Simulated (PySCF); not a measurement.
F₂Sn, neutral, multiplicity 1. Atoms are numbered in the order given.

```xyz
3

Sn     0.0000     0.0000     0.3435
F      0.0000    -1.4437    -0.9543
F      0.0000     1.4437    -0.9543
```
Charge 0, spin multiplicity 1.

Coordinates come from a TPSSh-D3(BJ)/def2-TZVP optimisation. The isomer is the one that the SMILES or the coordinates give; other isomers of the formula were not compared. The def2 effective core potentials stand for the cores of Sn; spin–orbit coupling is left out.

These are r2SCAN/def2-TZVPD in PySCF values and carry that method's errors.

Computed frontier levels, gap, dipole moment and polarisability:
| Property | Result |
|---|---|
| highest occupied level | -7.88 eV |
| lowest empty level | -3.45 eV |
| orbital gap | 4.43 eV |
| dipole moment | 3.63 D |
| quadrupole, principal values (traceless, Buckingham form, about the centre of nuclear charge) | -6.63, -1.59, 8.22 D·Å |
| mean static polarisability | 38.1 bohr³ (5.65 Å³) |
| polarisability, principal values | 34.4, 38.6, 41.3 bohr³ |
